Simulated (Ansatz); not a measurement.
[GaBrH3]- (GaH3Br⁻). Total charge -1; singlet. Geometry r2SCAN-D4/def2-TZVPD, basis def2-TZVPD, Ansatz.

```json
{"run": "A", "HOMO (eV)": "-5.23", "LUMO (eV)": "4.43"}
{"run": "B", "HOMO (eV)": "-3.90", "LUMO (eV)": "3.93"}
{"run": "C", "HOMO (eV)": "-4.77", "LUMO (eV)": "3.91"}
{"run": "D", "HOMO (eV)": "-2.11", "LUMO (eV)": "3.87"}
{"run": "E", "HOMO (eV)": "-1.48", "LUMO (eV)": "3.21"}
{"run": "F", "HOMO (eV)": "-2.58", "LUMO (eV)": "3.62"}
```

LC-ωPBE has ω = 0.4 bohr⁻¹.

Task: The runs used CAM-B3LYP, LC-ωPBE, LDA (SPW92), PBE0, r2SCANh, ωB97M-V. Estimate which is which.

Result: A LC-ωPBE (range-separated); B CAM-B3LYP (range-separated); C ωB97M-V (range-separated); D r2SCANh (10 % exact exchange); E LDA (SPW92) (0 % exact exchange); F PBE0 (25 % exact exchange). Exact exchange lowers occupied and raises empty levels; among semilocal functionals meta-GGAs tend to open the gap a little, and such runs are hard to tell apart. The gap grows from 4.69 eV (LDA (SPW92)) to 9.67 eV (LC-ωPBE).
